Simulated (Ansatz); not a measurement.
C2H3BO, SMILES `B1C=CO1`, 7 atoms. Total charge 0; spin multiplicity 1. All runs use 2 threads of an Intel Xeon 6975P-C on a shared host. Correlated methods freeze the cores. Open-shell runs search over several starts.

Q: Give the basis size and wall time and peak host memory of each of these runs in Ansatz. UKS B2PLYP (frozen core)/def2-TZVPP energy of the cation; UKS r2SCAN-D4/def2-TZVPP energy of the cation; RKS B97M-V/def2-TZVPP energy; RHF-CCSD(T)/def2-TZVPP energy; RKS PBE0-D4/def2-SVP energy; UHF-CCSD(T)/def2-TZVPP energy of the cation; UHF-MP2/def2-QZVPP energy of the cation; RKS LC-ωPBE/def2-TZVPP energy; UKS ωB97M-V/def2-TZVPP energy of the cation; UKS B3LYP-D4/def2-TZVPP energy of the cation; RKS PBE0-D4/def2-TZVP relaxation (11 steps); RHF-CCSD(T)/def2-SVP energy. (Best estimate.)

A: Ansatz gave: Other jobs shared the machine, so times are rough.

```tsv
level	job	functions	wall time	peak host memory (GiB)
RKS PBE0-D4/def2-SVP	energy	71	0.4 s	0.13
RHF-CCSD(T)/def2-SVP	energy	71	1.1 s	0.2
RKS LC-ωPBE/def2-TZVPP	energy	166	1.1 s	0.21
UKS B3LYP-D4/def2-TZVPP	energy of the cation	166	1.9 s	0.34
UKS r2SCAN-D4/def2-TZVPP	energy of the cation	166	2.6 s	0.24
UKS B2PLYP (frozen core)/def2-TZVPP	energy of the cation	166	2.9 s	0.37
RKS B97M-V/def2-TZVPP	energy	166	3 s	0.21
UKS ωB97M-V/def2-TZVPP	energy of the cation	166	4.9 s	0.49
RHF-CCSD(T)/def2-TZVPP	energy	166	11 s	1.5
UHF-MP2/def2-QZVPP	energy of the cation	318	12 s	1.2
RKS PBE0-D4/def2-TZVP	relaxation (11 steps)	142	14 s	0.24
UHF-CCSD(T)/def2-TZVPP	energy of the cation	166	41 s	3.7
```

B3LYP here is the variant with VWN-RPA as its local correlation; programs differ in this. LC-ωPBE has ω = 0.4 bohr⁻¹.
